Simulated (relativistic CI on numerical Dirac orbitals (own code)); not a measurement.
# What each ingredient does to the levels of Yb XXXIII

Base calculation: Dirac-Coulomb-Breit CI, KLI orbitals optimised for each configuration, model QED (radiative potential, 1s self-energy scaled to tabulated hydrogen-like ionisation energies), unscaled Slater integrals.

Configurations in the expansion (outside the closed core [Ar] 3d10): 4s2 4p6 4d2, 4s2 4p5 4d3, 4s2 4p6 4d 4f, 4s 4p6 4d3, 4s2 4p5 4d2 4f, 4s 4p6 4d2 4f, 4s2 4p6 4d 5s, 4s2 4p6 4f 5s, 4s2 4p6 4d 5p, 4s2 4p6 4f2, 4s2 4p5 4f3, 4s 4p6 4f3, 4s2 4p6 4f 5p, 4s2 4p5 4f2 5p, 4s 4p6 4f2 5p. Double excitations out of closed p, d and f shells are left out; levels of such configurations are missing from the list, as are those of other unlisted configurations, and high levels can miss mixing partners.

The lowest level and the first level of each name with at least 55 % of one term (blank where a level has no safe partner in the second run):

| Level | Base (cm⁻¹) | Shift (cm⁻¹) |
| --- | --- | --- |
| 4s2 4p6 4d2 3F_2 | 0 | 0 |
| 4s2 4p6 4d2 3P_0 | 61769 | -23826 |
| 4s2 4p6 4d2 3F_3 | 100588 | -100588 |
| 4s2 4p6 4d2 1G_4 | 138193 |  |
| 4s2 4p6 4d2 3P_1 | 139729 | -101786 |
| 4s2 4p6 4d2 3F_4 | 227578 |  |
| 4s2 4p6 4d2 1S_0 | 327622 | -178004 |
| 4s2 4p5 4d3 5D°_0 | 1167058 | -127385 |
| 4s2 4p5 4d3 3P°_1 | 1379856 | -269812 |
| 4s2 4p5 4d3 3I°_7 | 1387665 | -245724 |

At this charge energies of transitions that change n are usually good to better than 1 %, and those within a shell (Δn = 0) to a few per cent. Terms inside the open d or f shell come out 10 to 20 % too wide with unscaled integrals.

Question: One thing was changed in a second run, which moved the levels as shown. Which?
A. configuration mixing switched off
B. non-relativistic limit
C. QED terms removed
D. Breit term removed
E. P86 correlation estimate

Answer: B. Non-relativistic limit. Without relativity the fine structure collapses and s electrons lose their extra binding.

LS names give the leading component of a level, which can be under half, so a name can repeat, a term be missing and a line seem to break the LS rules.
